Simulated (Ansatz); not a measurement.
`NC1O[SiH2]O1` and `NC1(F)O[SiH2]O1` differ in one atom or group.

Ansatz, PBE0-D4/def2-TZVP geometries, multiplicity 1. Each molecule was computed in one conformer, which needn't be the lowest.

| property | `NC1O[SiH2]O1` |
| --- | --- |
| HOMO–LUMO gap (PBE0/def2-TZVPP) / eV | 7.52 |
| LUMO energy (PBE0/def2-TZVPP) / eV | -0.34 |
| HOMO energy (B3LYP/def2-TZVPP) / eV | -7.61 |
| HOMO energy (PBE/def2-TZVPP) / eV | -6.37 |
| size of the dipole moment (ωB97M-V/def2-TZVPP) / D | 1.10 |
| LUMO energy (ωB97M-V/def2-TZVPP) / eV | 1.41 |

Question: What does the change do to each property? (Best estimate.)

Answer: Ansatz gave: 
```tsv
property	`NC1(F)O[SiH2]O1`	shift
HOMO–LUMO gap (PBE0/def2-TZVPP) / eV	7.48	-0.04
LUMO energy (PBE0/def2-TZVPP) / eV	-0.65	-0.31
HOMO energy (B3LYP/def2-TZVPP) / eV	-7.88	-0.27
HOMO energy (PBE/def2-TZVPP) / eV	-6.57	-0.20
size of the dipole moment (ωB97M-V/def2-TZVPP) / D	2.60	1.50
LUMO energy (ωB97M-V/def2-TZVPP) / eV	1.10	-0.31
```

Dipoles are sizes alone; their direction can turn.

B3LYP here is the variant with VWN-RPA as its local correlation; programs differ in this.
